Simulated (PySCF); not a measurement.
**Bonding in `C[CH+]c1cccc(C)c1`**

Species: C₉H₁₁ (charge +1).
Numbering: `[CH3:1][CH+:2][c:3]1[cH:4][cH:5][cH:6][c:7]([CH3:8])[cH:9]1` (hydrogens: H10, H11, H12 on C1; H13 on C2; H14 on C4; H15 on C5; H16 on C6; H17, H18, H19 on C8; H20 on C9)

Cartesian coordinates in Å at the GFN2-xTB level; atoms count from 1:
```xyz
20
C9H11 angstrom
C      3.2877   -0.3018    0.0775
C      1.9338   -0.8147    0.0969
C      0.7422   -0.1085    0.0132
C      0.6831    1.3104   -0.1180
C     -0.5339    1.9396   -0.1924
C     -1.7150    1.2003   -0.1374
C     -1.7065   -0.1980   -0.0113
C     -2.9914   -0.9485    0.0509
C     -0.4855   -0.8342    0.0615
H      3.8433   -0.7939   -0.7288
H      3.3706    0.7756   -0.0191
H      3.8063   -0.6356    0.9835
H      1.8488   -1.8938    0.1892
H      1.5911    1.8893   -0.1606
H     -0.5840    3.0128   -0.2947
H     -2.6645    1.7138   -0.1929
H     -2.8296   -2.0205   -0.0093
H     -3.6515   -0.6438   -0.7585
H     -3.5032   -0.7285    0.9873
H     -0.4468   -1.9093    0.1600
```

Bond orders from the PBE0/pcSseg-1 density (PySCF). One conformer (not necessarily the lowest) at the GFN2-xTB geometry, without solvent, vibrations or thermal averaging.

Question: How far do the computed orders between heavy atoms stray from the drawn ones?

Answer: The largest departure is 0.423, at C2–C3 (drawn single, 1.423), counting aromatic bonds as 1.5. Drawn single, order above 1.12: C1–C2 (1.166) and C2–C3 (1.423). The bonds drawn aromatic range from 1.18 to 1.54. The SMILES, with its formal charges, is one Lewis structure only.

Question: Set the Mayer orders of the bonds between heavy atoms beside their lengths.

Answer: 
```csv
bond,drawn as,length (Å),Mayer order
C1–C2,single,1.448,1.166
C2–C3,single,1.388,1.423
C3–C4,aromatic,1.426,1.204
C4–C5,aromatic,1.372,1.538
C5–C6,aromatic,1.395,1.369
C6–C7,aromatic,1.404,1.326
C7–C8,single,1.489,1.071
C7–C9,aromatic,1.379,1.462
C9–C3,aromatic,1.427,1.176
```

By pair of heavy elements: C–C: lowest C7–C8 (1.071, 1.489 Å), highest C4–C5 (1.538, 1.372 Å).

Question: And the bonds to hydrogen?

Answer: C–H: 0.89 to 0.97 (11 bonds).

Question: Sum the orders of all bonds at each heavy atom with more than one neighbour and set the sums beside the valence in the SMILES.

Answer: C1 3.882 (drawn 4), C2 3.531 (drawn 3), C3 3.803 (drawn 4), C4 3.692 (drawn 4), C5 3.852 (drawn 4), C6 3.661 (drawn 4), C7 3.859 (drawn 4), C8 3.889 (drawn 4), C9 3.606 (drawn 4). Orders between atoms that aren't bonded are not in these sums.

For a closed shell the Mayer order of atoms A and B is Σ (PS)μν (PS)νμ over the basis functions μ on A and ν on B, with P the density and S the overlap matrix.

The run behind these numbers computed NMR shieldings as well. Hardware: Arm Neoverse V2, one thread, no GPU (shared host). Cost: 38 s.
